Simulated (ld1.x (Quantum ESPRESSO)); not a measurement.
**PBE TM dataset for tin, scalar-relativistic all-electron reference.**

The input file (ld1.x (Quantum ESPRESSO) 7.5):

```
&input
   title='Sn', zed=50., rel=1, dft='PBE', iswitch=3,
   config='[Kr] 4d10 4f-2 5s2 5p0',
   nld=4, rlderiv=2.20, eminld=-5.0, emaxld=5.0, deld=0.02
 /
 &inputp
   pseudotype=2, tm=.true., lloc=-2, rcloc=1.45,
   nlcc=.true., new_core_ps=.true.,
   file_pseudopw='Sn.UPF', file_wfcaegen='ae.wfc', file_wfcncgen='nc.wfc', file_beta='beta', file_chi='chi'
 /
4
5S  1  0   2.00   0.00  1.60  1.60  0.0
5P  2  1   0.00   0.00  2.00  2.00  0.0
4D  3  2  10.00   0.00  1.20  1.20  0.0
4F  4  3  -2.00  -0.15  1.70  1.70  0.0
 &test
   configts(1)='4d10 5s2 5p0'
 /
```

Command:

```bash
ld1.x < Sn.in > Sn.out
```

Resulting log (shortened: banner, matrices, multipoles, cross overlaps and the repeated all-electron block are left out):

```
Program LD1 v.7.5
     --------------------------- All-electron run ----------------------------

     Sn
     scalar relativistic calculation

     atomic number is 50.00
     dft =PBE   lsd =0 sic =0 latt =0  beta=0.20 tr2=1.0E-14
     Exchange-correlation= PBE
                           (   1   4   3   4   0   0   0)
     mesh =1243 r(mesh) = 100.78374 a.u. xmin = -7.00 dx = 0.01250
     1 Ry =  13.60569312 eV, c = 137.03599908

     n l     nl                  e(Ry)          e(Ha)          e(eV)
     1 0     1S 1( 2.00)     -2133.8080     -1066.9040    -29031.9369
     2 0     2S 1( 2.00)      -323.2215      -161.6108     -4397.6527
     2 1     2P 1( 6.00)      -290.2836      -145.1418     -3949.5100
     3 0     3S 1( 2.00)       -63.4117       -31.7058      -862.7597
     3 1     3P 1( 6.00)       -52.6487       -26.3243      -716.3216
     4 0     4S 1( 2.00)       -11.1266        -5.5633      -151.3854
     4 1     4P 1( 6.00)        -7.8756        -3.9378      -107.1526
     3 2     3D 1(10.00)       -36.0828       -18.0414      -490.9322
     4 2     4D 1(10.00)        -3.1758        -1.5879       -43.2083
     5 0     5S 1( 2.00)        -1.9176        -0.9588       -26.0907
     5 1     5P 1( 0.00)        -1.3077        -0.6538       -17.7915

     final scf error:  5.0E-15 reached in  22 iterations

     Etot =  -12352.880119 Ry,   -6176.440059 Ha, -168069.496084 eV

     Ekin =   12897.704666 Ry,    6448.852333 Ha,  175482.211679 eV
     Encl =  -29810.617128 Ry,  -14905.308564 Ha, -405594.108456 eV
     Eh   =    4888.687094 Ry,    2444.343547 Ha,   66513.976379 eV
     Exc  =    -328.654751 Ry,    -164.327375 Ha,   -4471.575685 eV

     normalization and overlap integrals

     s(1S/1S) =  1.000000  <r> =   0.0291  <r2> =    0.0011  r(max) =   0.0188
     s(2S/2S) =  1.000000  <r> =   0.1255  <r2> =    0.0186  r(max) =   0.1054
     s(2P/2P) =  1.000000  <r> =   0.1096  <r2> =    0.0147  r(max) =   0.0853
     s(3S/3S) =  1.000000  <r> =   0.3393  <r2> =    0.1317  r(max) =   0.3090
     s(3P/3P) =  1.000000  <r> =   0.3377  <r2> =    0.1323  r(max) =   0.3013
     s(4S/4S) =  1.000000  <r> =   0.8185  <r2> =    0.7581  r(max) =   0.7412
     s(4P/4P) =  1.000000  <r> =   0.8856  <r2> =    0.8962  r(max) =   0.7890
     s(3D/3D) =  1.000000  <r> =   0.3146  <r2> =    0.1175  r(max) =   0.2498
     s(4D/4D) =  1.000000  <r> =   1.0912  <r2> =    1.4108  r(max) =   0.8829
     s(5S/5S) =  1.000000  <r> =   2.2162  <r2> =    5.5337  r(max) =   1.9406
     s(5P/5P) =  1.000000  <r> =   2.6767  <r2> =    8.1050  r(max) =   2.3117

     ------------------------ End of All-electron run ------------------------

     --------------------- Generating NC pseudopotential ---------------------

      Generating local potential from pseudized AE potential:
      Matching radius rcloc =   1.4500
      Enforcing V''(0)=0 (lloc=-2)

      Local pseudo, rcloc= 1.438 Estimated cut-off energy=    15.52 Ry

      Computing core charge for nlcc:

       r > 0.65 : true rho core
      Core charge pseudized with two Bessel functions
      Integrated core pseudo-charge :  14.17

      Wfc   5S  rcut= 1.589  Using Troullier-Martins method

      Wfc   5P  rcut= 1.990  Using Troullier-Martins method

      Wfc   4D  rcut= 1.207  Using Troullier-Martins method

      Wfc   4F  rcut= 1.713  Using Troullier-Martins method

     ------------------- End of pseudopotential generation -------------------

     Computing logarithmic derivative in   2.21277
     Computing logarithmic derivative in   2.21277
     Computing the partial wave expansion
     R is outside the sphere for l=    0 j= 0.00
     R is outside the sphere for l=    1 j= 0.00
     R is outside the sphere for l=    2 j= 0.00
     R is outside the sphere for l=    3 j= 0.00

     ---------------------- Testing the pseudopotential ----------------------

     Sn
     scalar relativistic calculation

     atomic number is 50.00   valence charge is 14.00
     dft =PBE   lsd =0 sic =0 latt =0  beta=0.20 tr2=1.0E-14
     mesh =1243 r(mesh) = 100.78374 xmin = -7.00 dx = 0.01250

     n l     nl             e AE (Ry)        e PS (Ry)    De AE-PS (Ry)
     3 2     4D   1(10.00)       -3.17575       -3.17578        0.00003
     1 0     5S   1( 2.00)       -1.91763       -1.91763       -0.00000
     2 1     5P   1( 0.00)       -1.30765       -1.30765       -0.00000

     eps = 1.0E-16  iter =  7

     Etot =  -12352.880119 Ry,   -6176.440059 Ha, -168069.496084 eV
     Etotps =  -171.421704 Ry,     -85.710852 Ha,   -2332.311095 eV

     Ekin =     102.385998 Ry,      51.192999 Ha,    1393.032473 eV
     Encl =    -277.488050 Ry,    -138.744025 Ha,   -3775.417256 eV
     Ehrt =     103.498378 Ry,      51.749189 Ha,    1408.167167 eV
     Ecxc =     -57.391129 Ry,     -28.695564 Ha,    -780.846085 eV
     (Ecc =     -34.831947 Ry,     -17.415973 Ha,    -473.912776 eV)
     Epseu=     -42.426901 Ry,     -21.213450 Ha,    -577.247394 eV

     ---------------------- End of pseudopotential test ----------------------
```

Note: ghost state, extra bound levels that the all-electron valence spectrum of the same l lacks: s at -29.2 eV. A true bound ghost makes a file unfit for plane-wave use.

Generation and configuration tests took about 5.7 s on one core of a shared server CPU.
